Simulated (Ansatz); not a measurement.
Geometry optimisation, RKS B3LYP-D4/def2-SVP in Ansatz.

Input file:

```yaml
crystal:
  periodic: [false, false, false]
  atoms:
    - { symbol: Si, position_ang: [-1.295993, 1.157969, -0.263465] }
    - { symbol: Si, position_ang: [1.42794, -1.095718, -0.017281] }
    - { symbol: Cl, position_ang: [-1.039292, -0.048783, -1.926121] }
    - { symbol: Cl, position_ang: [0.369876, 2.34344, 0.029079] }
    - { symbol: H, position_ang: [-2.446159, 2.032812, -0.545859] }
    - { symbol: H, position_ang: [0.334682, -0.598693, 0.78565] }
    - { symbol: O, position_ang: [-1.73771, 0.287084, 1.139741] }
    - { symbol: H, position_ang: [0.986435, -2.337457, -0.709791] }
    - { symbol: H, position_ang: [2.541969, -1.43233, 0.920718] }
    - { symbol: H, position_ang: [1.902244, -0.083011, -0.987735] }
    - { symbol: H, position_ang: [-1.044193, -0.225213, 1.575165] }
basis:
  gaussian: { orbitals: def2-SVP }
hamiltonian:
  xc: b3lyp
  dispersion: d4
relax:
  f_tol: 0.03
  max_steps: 50
```

Run as:

```bash
$ ansatz run input.yaml --threads 2 --pin off --max-ram 3072MiB --backend cpu --events-out ev --progress --plain --runs-dir out
```

**Question.** Where does it end, and by what steps?

**Answer.** The forces met the threshold. The force dipped under the threshold on the way, but the program's further checks kept it going. After 9 steps the energy has fallen by 0.352 eV; H6 moved furthest, 0.44 Å.

| step | energy less start (eV) | largest force component (eV/Å) | accepted |
| --- | --- | --- | --- |
| 0 | 0.0000 | 1.447 | yes |
| 1 | -0.2584 | 0.899 | yes |
| 2 | -0.3202 | 0.461 | yes |
| 3 | -0.3077 | 0.496 | no |
| 4 | -0.3453 | 0.167 | yes |
| 5 | -0.3500 | 0.121 | yes |
| 6 | -0.3498 | 0.070 | no |
| 7 | -0.3511 | 0.030 | yes |
| 8 | -0.3519 | 0.005 | yes |
| 9 | -0.3523 | 0.016 | yes |

```xyz
11
Properties=species:S:1:pos:R:3
Si -1.541 1.356 -0.271
Si 1.675 -1.309 0.034
Cl -1.208 0.063 -1.857
Cl 0.140 2.544 -0.085
H -2.719 2.193 -0.551
H 0.592 -0.898 0.979
O -1.839 0.518 1.109
H 1.190 -2.459 -0.777
H 2.853 -1.727 0.846
H 2.033 -0.160 -0.835
H -1.176 -0.120 1.408
```

Whether the end is a true minimum wasn't checked by a vibrational analysis.

Time of the run: 31 s on 2 threads of Intel(R) Xeon(R) 6975P-C (Granite Rapids), with other jobs on the host, peak memory 0.31 GiB.
